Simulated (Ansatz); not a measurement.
# Nudged elastic band run: CH4NOSb

The input (input.yaml):

```yaml
crystal:
  periodic: [false, false, false]
  atoms:
    - { symbol: C, position_ang: [-0.774004, 1.223675, 0.382532] }
    - { symbol: "N", position_ang: [0.489031, 1.181994, 0.445709] }
    - { symbol: Sb, position_ang: [1.51029, -0.626877, 0.173515] }
    - { symbol: O, position_ang: [-0.048908, -1.754155, -0.477016] }
    - { symbol: H, position_ang: [-1.287936, 2.187109, 0.545121] }
    - { symbol: H, position_ang: [-1.422501, 0.355256, 0.16195] }
    - { symbol: H, position_ang: [1.913057, -0.179526, -1.441525] }
    - { symbol: H, position_ang: [-0.286829, -2.444575, 0.154014] }
basis:
  gaussian: { orbitals: def2-SVPD }
hamiltonian:
  xc: b3lyp
  dispersion: d4
neb:
  order_check: false
  images: 9
  f_tol: 0.2
  max_iterations: 60
  final_atoms:
    - { symbol: C, position_ang: [-0.55644695, 1.05182064, 0.1124749] }
    - { symbol: "N", position_ang: [0.6529497, 0.71251286, -0.22205161] }
    - { symbol: Sb, position_ang: [1.60927739, -1.20915523, -0.21361498] }
    - { symbol: O, position_ang: [-0.1296431, -2.02568841, 0.48492027] }
    - { symbol: H, position_ang: [-0.87438404, 2.09505578, 0.07774096] }
    - { symbol: H, position_ang: [-1.2411998, 0.26981714, 0.44272595] }
    - { symbol: H, position_ang: [1.25795538, 1.48341983, -0.50366817] }
    - { symbol: H, position_ang: [-0.62630858, -2.43488162, -0.23422731] }
  initial_path:
    images:
      - { positions_ang: [[-0.774004, 1.223675, 0.382532], [0.489031, 1.181994, 0.445709], [1.51029, -0.626877, 0.173515], [-0.048908, -1.754155, -0.477016], [-1.287936, 2.187109, 0.545121], [-1.422501, 0.355256, 0.16195], [1.913057, -0.179526, -1.441525], [-0.286829, -2.444575, 0.154014]] }
      - { positions_ang: [[-0.7508109, 1.24497781, 0.3751067], [0.46159514, 1.1354401, 0.30579906], [1.45877264, -0.66246018, 0.20750063], [-0.05819181, -1.78910489, -0.47887608], [-1.26433843, 2.20715252, 0.43168635], [-1.36584644, 0.45239185, 0.36046512], [1.79015512, -0.1230647, -1.27601112], [-0.17913533, -2.52243149, 0.01862933]] }
      - { positions_ang: [[-0.72761779, 1.26628061, 0.3676814], [0.43415929, 1.08888619, 0.16588912], [1.40725528, -0.69804336, 0.24148627], [-0.06747561, -1.82405478, -0.48073615], [-1.24074087, 2.22719603, 0.31825171], [-1.30919188, 0.54952769, 0.55898024], [1.66725324, -0.0666034, -1.11049725], [-0.07144166, -2.60028799, -0.11675534]] }
      - { positions_ang: [[-0.70442469, 1.28758342, 0.3602561], [0.40672343, 1.04233229, 0.02597918], [1.35573791, -0.73362654, 0.2754719], [-0.07675942, -1.85900467, -0.48259623], [-1.2171433, 2.24723955, 0.20481706], [-1.25253733, 0.64666354, 0.75749537], [1.54435137, -0.0101421, -0.94498337], [0.03625202, -2.67814448, -0.25214001]] }
      - { positions_ang: [[-0.68123158, 1.30888622, 0.3528308], [0.37928758, 0.99577838, -0.11393076], [1.30422055, -0.76920972, 0.30945754], [-0.08604322, -1.89395456, -0.4844563], [-1.19354573, 2.26728306, 0.09138241], [-1.19588277, 0.74379938, 0.95601049], [1.42144949, 0.04631921, -0.7794695], [0.14394569, -2.75600098, -0.38752468]] }
      - { positions_ang: [[-0.65803848, 1.33018903, 0.3454055], [0.35185172, 0.94922448, -0.2538407], [1.25270319, -0.8047929, 0.34344317], [-0.09532703, -1.92890445, -0.48631638], [-1.16994816, 2.28732658, -0.02205223], [-1.13922821, 0.84093523, 1.15452561], [1.29854761, 0.10278051, -0.61395562], [0.25163936, -2.83385747, -0.52290935]] }
      - { positions_ang: [[-0.63772017, 1.27451535, 0.29881938], [0.41207132, 0.90188215, -0.24748288], [1.32401803, -0.88566536, 0.23203154], [-0.10219025, -1.94826124, -0.29206905], [-1.11083534, 2.24887242, -0.00209359], [-1.15962253, 0.72671161, 1.01216568], [1.29042916, 0.37890837, -0.59189813], [0.07604977, -2.7540623, -0.46517294]] }
      - { positions_ang: [[-0.61740187, 1.21884167, 0.25223326], [0.47229091, 0.85453983, -0.24112506], [1.39533287, -0.96653783, 0.12061991], [-0.10905346, -1.96761803, -0.09782172], [-1.05172251, 2.21041826, 0.01786504], [-1.18001685, 0.61248799, 0.86980575], [1.28231072, 0.65503624, -0.56984064], [-0.09953981, -2.67426713, -0.40743654]] }
      - { positions_ang: [[-0.59708356, 1.163168, 0.20564714], [0.53251051, 0.80719751, -0.23476725], [1.46664771, -1.0474103, 0.00920828], [-0.11591668, -1.98697482, 0.09642561], [-0.99260969, 2.1719641, 0.03782368], [-1.20041116, 0.49826437, 0.72744582], [1.27419227, 0.9311641, -0.54778315], [-0.2751294, -2.59447196, -0.34970013]] }
      - { positions_ang: [[-0.57676526, 1.10749432, 0.15906102], [0.59273011, 0.75985518, -0.22840943], [1.53796255, -1.12828276, -0.10220335], [-0.12277989, -2.00633162, 0.29067294], [-0.93349686, 2.13350994, 0.05778232], [-1.22080548, 0.38404076, 0.58508588], [1.26607382, 1.20729196, -0.52572566], [-0.45071899, -2.51467679, -0.29196372]] }
      - { positions_ang: [[-0.55644695, 1.05182064, 0.1124749], [0.6529497, 0.71251286, -0.22205161], [1.60927739, -1.20915523, -0.21361498], [-0.1296431, -2.02568841, 0.48492027], [-0.87438404, 2.09505578, 0.07774096], [-1.2411998, 0.26981714, 0.44272595], [1.25795538, 1.48341983, -0.50366817], [-0.62630858, -2.43488162, -0.23422731]] }
```

Launched with:

```bash
$ ansatz run input.yaml --threads 2 --pin off --max-ram 3072MiB --backend cpu --events-out ev --progress --plain --runs-dir out
```

Output, in part (warnings, iteration lines, the closing report on the highest movable image, with atoms numbered from 0):

```
NEB end point (image 0): max|allowed force component| = 1.758e-2 eV/Å (the criterion of neb.relax_end_points is 4.000e-2)
NEB end point (image 10): max|allowed force component| = 1.230e-2 eV/Å (the criterion of neb.relax_end_points is 4.000e-2)
NEB iter   1: max|band force component| = 1.858e1 eV/Å  barrier→ = 5.7848 eV  barrier← = 5.7515 eV  Δτ_max = 0.1961 Å  (324 SCF iters)
NEB iter   2: max|band force component| = 3.446e0 eV/Å  barrier→ = 2.6274 eV  barrier← = 2.5941 eV  Δτ_max = 0.2000 Å  (341 SCF iters)
NEB iter   3: max|band force component| = 2.830e0 eV/Å  barrier→ = 2.3296 eV  barrier← = 2.2963 eV  Δτ_max = 0.1017 Å  (333 SCF iters)
NEB iter   4: max|band force component| = 2.253e0 eV/Å  barrier→ = 1.9455 eV  barrier← = 1.9122 eV  Δτ_max = 0.1031 Å  (300 SCF iters)
NEB iter   5: max|band force component| = 2.133e0 eV/Å  barrier→ = 1.7559 eV  barrier← = 1.7226 eV  Δτ_max = 0.1042 Å  (301 SCF iters)
NEB iter   6: max|band force component| = 3.110e0 eV/Å  barrier→ = 1.6765 eV  barrier← = 1.6432 eV  Δτ_max = 0.0506 Å  (297 SCF iters)
NEB iter   7: max|band force component| = 1.042e0 eV/Å  barrier→ = 1.6512 eV  barrier← = 1.6179 eV  Δτ_max = 0.1018 Å  (298 SCF iters)
NEB iter   8: max|band force component| = 8.472e-1 eV/Å  barrier→ = 1.7340 eV  barrier← = 1.7007 eV  CI = image 6  Δτ_max = 0.1977 Å  (293 SCF iters)
NEB iter   9: max|band force component| = 1.302e0 eV/Å  barrier→ = 1.8221 eV  barrier← = 1.7888 eV  CI = image 6  Δτ_max = 0.1002 Å  (316 SCF iters)
NEB iter  10: max|band force component| = 1.242e0 eV/Å  barrier→ = 1.7967 eV  barrier← = 1.7634 eV  CI = image 6  Δτ_max = 0.0505 Å  (293 SCF iters)
NEB iter  11: max|band force component| = 1.118e0 eV/Å  barrier→ = 1.7921 eV  barrier← = 1.7588 eV  CI = image 6  Δτ_max = 0.0254 Å  (299 SCF iters)
NEB iter  12: max|band force component| = 6.897e-1 eV/Å  barrier→ = 1.7896 eV  barrier← = 1.7563 eV  CI = image 6  Δτ_max = 0.0250 Å  (294 SCF iters)
NEB iter  13: max|band force component| = 1.502e-1 eV/Å  barrier→ = 1.7873 eV  barrier← = 1.7540 eV  CI = image 6  Δτ_max = 0.0000 Å  (581 SCF iters)
Total energy: -11173.55924577 eV, -410.6207285714 hartree
Atom 0 at    -0.642139     1.189234     0.259174 Å, force     0.059363    -0.020739     0.000659 eV/Å
Atom 1 at     0.630101     0.997820     0.141517 Å, force    -0.108849    -0.088088     0.067273 eV/Å
Atom 2 at     1.637685    -0.895345     0.262521 Å, force    -0.138475     0.051365    -0.052880 eV/Å
Atom 3 at     0.007749    -2.113569     0.258564 Å, force     0.055769    -0.002264    -0.130711 eV/Å
Atom 4 at    -1.053336     2.184533     0.036917 Å, force    -0.013151    -0.007812    -0.011021 eV/Å
Atom 5 at    -1.351578     0.403651     0.572065 Å, force     0.047227     0.048142    -0.008595 eV/Å
Atom 6 at     1.173222     0.493296    -0.952148 Å, force     0.074266    -0.026476    -0.011445 eV/Å
Atom 7 at    -0.309503    -2.316719    -0.634311 Å, force     0.023849     0.045873     0.146720 eV/Å
Dipole moment:     0.050668    -0.010030    -0.235088 e Å
```

The forces met the threshold. The threshold of 0.2 eV/Å is loose, so the images may lie well off the minimum-energy path. The profile has 2 maxima (images 2, 6) with wells between them (image 3): this band takes more than one step, which may be the mechanism or a detour left from its start path. The order of the point at the top wasn't checked. The orbitals stay closed-shell, which can raise the energy where a bond breaks towards radicals; this wasn't checked here.

Final band (atoms are numbered from 1 in the order of the input):

```json
{"image": "0", "path coordinate (Å)": "0.00", "energy (eV)": "0.00", "Sb3–H7 (Å)": "1.72", "N2–H7 (Å)": "2.73"}
{"image": "1", "path coordinate (Å)": "0.49", "energy (eV)": "0.03", "Sb3–H7 (Å)": "1.73", "N2–H7 (Å)": "2.72"}
{"image": "2", "path coordinate (Å)": "0.97", "energy (eV)": "0.07", "Sb3–H7 (Å)": "1.74", "N2–H7 (Å)": "2.74"}
{"image": "3", "path coordinate (Å)": "1.46", "energy (eV)": "0.04", "Sb3–H7 (Å)": "1.73", "N2–H7 (Å)": "2.71"}
{"image": "4", "path coordinate (Å)": "1.95", "energy (eV)": "0.20", "Sb3–H7 (Å)": "1.73", "N2–H7 (Å)": "2.39"}
{"image": "5", "path coordinate (Å)": "2.44", "energy (eV)": "0.87", "Sb3–H7 (Å)": "1.74", "N2–H7 (Å)": "1.91"}
{"image": "6", "path coordinate (Å)": "2.93", "energy (eV)": "1.79", "Sb3–H7 (Å)": "1.90", "N2–H7 (Å)": "1.32"}
{"image": "7", "path coordinate (Å)": "3.39", "energy (eV)": "1.09", "Sb3–H7 (Å)": "2.25", "N2–H7 (Å)": "1.05"}
{"image": "8", "path coordinate (Å)": "3.85", "energy (eV)": "0.29", "Sb3–H7 (Å)": "2.58", "N2–H7 (Å)": "1.02"}
{"image": "9", "path coordinate (Å)": "4.30", "energy (eV)": "0.08", "Sb3–H7 (Å)": "2.71", "N2–H7 (Å)": "1.02"}
{"image": "10", "path coordinate (Å)": "4.76", "energy (eV)": "0.03", "Sb3–H7 (Å)": "2.73", "N2–H7 (Å)": "1.02"}
```

Run time: 5.5 min on 2 threads of Intel(R) Xeon(R) Gold 6455B (Sapphire Rapids), on a shared host, peak memory 0.37 GiB.
